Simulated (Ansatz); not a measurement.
Potential energy curve for NaF, singlet. Each curve is given relative to its own lowest point near equilibrium.

```csv
R / Å,A,B,C
1.52,48.4,45.9,45.9
1.61,24.0,22.8,22.8
1.76,4.7,4.4,4.4
1.80,2.4,2.3,2.3
1.87,0.3,0.3,0.3
1.92,0.0,0.0,0.0
1.95,0.2,0.2,0.2
2.02,1.4,1.3,1.3
2.12,4.5,4.2,4.2
2.23,9.1,8.4,8.4
2.39,16.9,15.6,15.6
2.60,27.9,25.4,25.4
2.86,41.5,37.2,37.2
3.19,57.9,50.5,50.5
3.45,69.8,59.5,58.9
3.91,88.1,71.9,69.7
4.28,99.8,79.1,75.3
4.77,111.5,85.6,80.0
5.22,119.2,89.4,82.6
5.70,125.5,92.2,84.4
```

Energies in kcal/mol.

Question: Which curve belongs to which method? The methods are Ansatz (a program for electronic structure) with restricted PBE/cc-pVDZ; Ansatz with MP2 on RHF/cc-pVDZ, frozen core; unrestricted PBE/cc-pVDZ (Ansatz).

Answer: A is RMP2; B is RKS-PBE; C is UKS-PBE.

The scan ran from 1.52 to 7.76 Å; beyond the distances shown full CI changes its symmetry label. The restricted form behind RKS-PBE, RMP2 keeps the bonding electrons paired and can't separate into open-shell fragments. The unrestricted determinant behind UKS-PBE is spin-contaminated at 3.19 to 5.70 Å (<S²> up to 0.6, against 0.00 for a pure singlet). The T1 diagnostic of CCSD on the restricted reference of RMP2 exceeds 0.045 at 3.45 to 5.70 Å.
